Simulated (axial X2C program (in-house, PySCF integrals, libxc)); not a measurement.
**Spectroscopic constants of SiTe⁻**

Calculated with an in-house relativistic program for diatomic molecules. Spin-free means the one-electron spin-free X2C Hamiltonian; two-component (2c) means X2C with spin–orbit coupling and atomic mean-field two-electron Coulomb and Gaunt terms, so the difference of the two also holds small scalar two-electron terms. Basis: Te dyall-acv3z [12s13p9d5f1g], Si dyall-av3z [9s8p3d2f] (cores contracted in-house); Gaussian nuclei, density fitting, unrestricted open shells. Masses: Te 129.906 u, Si 27.977 u.

The run was started with this input:
```json
{"zs": [52, 14], "q": -1, "bas": ["dyall-acv3z", "dyall-av3z"], "levels": ["PBE0", "HF", "LDA"], "cc": true, "r0": 2.35, "thr": -1.0, "nmax": 90, "npts": 10, "nst": 2, "ntry": 6}
```
```bash
python so2c.py task.json out
```

Keys: zs atomic numbers; q charge; bas basis sets; levels methods; cc coupled cluster on or off; r0 starting distance in Å; thr threshold in hartree for freezing inner shells (an s shell follows its p shell); nmax most natural virtual spinors; npts points on the curve; nst determinants followed; ntry starts of the search. HF also brings MP2.

State, spin-free: M_S = 1/2, Λ = 1 (beyond evenly filled blocks: π+α); electrons by block: σα: 15, σβ: 15, π+α: 8, π+β: 7, π-α: 7, π-β: 7, δ+α: 2, δ+β: 2, δ-α: 2, δ-β: 2. Fragments: Te- + Si.

State, 2c: Ω = 1/2 (⟨Sz⟩ = -0.50, ⟨Lz⟩ = 1.00 at LDA); electrons by block: 1/2: 23, -1/2: 22, 3/2: 9, -3/2: 9, 5/2: 2, -5/2: 2. Fragments: Te- + Si.

```csv
Hamiltonian,level,Re (Å),ωe (cm⁻¹),ωexe (cm⁻¹),Be (cm⁻¹),De (eV),D0 (eV),k (mdyn/Å),μ (D)
spin-free,PBE0,2.393,396.8,1.15,0.1279,3.57,3.54,2.14,-3.28
spin-free,LDA,2.387,390.7,1.15,0.1285,4.34,4.31,2.07,-3.62
2c,LDA,2.391,387.2,1.19,0.1281,4.21,4.18,2.03,-3.76
```

Dipoles are positive if Si is the positive end and refer to the centre of mass.

One determinant describes the state; a PBE0 search over occupations chose it and may have missed a lower one. De is counted from the lowest determinant-based energies of the atoms at the same level, without counterpoise correction. Density functionals use the spin component along the axis (collinear). A 2c atom that is not at its ground J level misses part of its spin–orbit lowering, and De is too large by that part (0.04 eV or less for light atoms). This holds for LDA. Without a current term, density functionals place determinants with orbital angular momentum somewhat too high. The highest occupied level of some functionals is positive through self-interaction error; at Hartree–Fock it is bound. The determinant is spin-polarised beyond a pure state at some levels (its spin-free form has ⟨S²⟩ too high), which makes Re and μ there less reliable.

No reliable constants came from CCSD (2c), CCSD (spin-free), CCSD(T) (2c), CCSD(T) (spin-free), HF (2c), HF (spin-free), MP2 (2c), MP2 (spin-free), PBE0 (2c): no minimum in range, unconverged points, a curve that is not smooth, a change of character along it, or the two Hamiltonians disagreeing along it.

Rough cost a point (2c) on 1 thread(s) of a shared host, integrals apart: LDA 0.4 s.

The whole task took 3.3 min on 1 thread of Arm Neoverse V2 (shared host).
